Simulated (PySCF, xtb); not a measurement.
F₂H₃NSn, SMILES [SnH]([F])([F])[NH2]. The values are those of a single conformer.

Harmonic wavenumbers (cm⁻¹) from GFN2-xTB run with xtb at its own minimum, in rising order: 88, 111, 148, 163, 375, 431, 434, 445, 516, 691, 772, 1429, 1531, 3371, 3407.

Q: What does PySCF with B3LYP-D3(BJ)/def2-SVP give at its own minimum? (Estimate from the structure and the level; the computed values follow.)

A: 49, 158, 169, 187, 550, 562, 573, 628, 639, 673, 874, 1537, 1973, 3489, 3582. Paired by order, the mean absolute difference is 123 cm⁻¹ and the zero-point energies are 19.9 and 22.4 kcal/mol.
